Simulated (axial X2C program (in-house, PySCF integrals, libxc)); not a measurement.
**Bond lengths and stretching modes, held linear, of FHfF⁺**

Computed with an in-house all-electron X2C program for linear molecules (integrals from PySCF): two-component X2C with atomic mean-field Coulomb and Gaunt terms, Gaussian nuclei, basis F dyall-av3z, Hf dyall-v3z with contracted cores. Spin-free rows use the one-electron spin-free X2C Hamiltonian.

Masses F 18.998, Hf 179.947, F 18.998 u. States: 2c Ω = 1/2 (beyond evenly filled blocks: ω = 1/2); spin-free M_S = 1/2, Λ = 0 (beyond evenly filled blocks: σα).

PBE, 2c: energies above the lowest point

| r(F–Hf) (Å) | r(Hf–F) (Å) | E (meV) |
| --- | --- | --- |
| 1.8203 | 1.8203 | 131.23 |
| 1.8203 | 1.8670 | 60.51 |
| 1.8203 | 1.9137 | 62.53 |
| 1.8670 | 1.8203 | 60.51 |
| 1.8670 | 1.8670 | 0.00 |
| 1.8670 | 1.9137 | 11.15 |
| 1.8670 | 1.9604 | 78.95 |
| 1.9137 | 1.8203 | 62.53 |
| 1.9137 | 1.8670 | 11.15 |
| 1.9137 | 1.9137 | 30.48 |
| 1.9604 | 1.8670 | 78.95 |
| 1.9604 | 1.9604 | 187.26 |

Task: Fit a quadratic surface with cubic terms in each bond: where is the minimum, and what are the two stretching wavenumbers?

Result: At PBE, 2c: bonds 1.881 and 1.881 Å; harmonic stretches 682.4 and 701.5 cm⁻¹; force constants 4.91, 4.91 and coupling 0.60 mdyn/Å.

The other levels and Hamiltonians give:

| Hamiltonian | level | r(F–Hf) (Å) | r(Hf–F) (Å) | lower stretch (cm⁻¹) | upper stretch (cm⁻¹) |
| --- | --- | --- | --- | --- | --- |
| spin-free | PBE | 1.881 | 1.881 | 682.8 | 702.2 |

Each state is one determinant, the lowest of a limited PBE0 search; the stretches come from a fit to these few points and carry an uncertainty of a few per cent. Other orders of the atoms were not compared. Left out for rough or failed fits: PBE0 2c, HF 2c, MP2 2c, PBE0 spin-free, HF spin-free, MP2 spin-free. The molecule was held linear; bending was not examined, so a bent shape may lie lower.
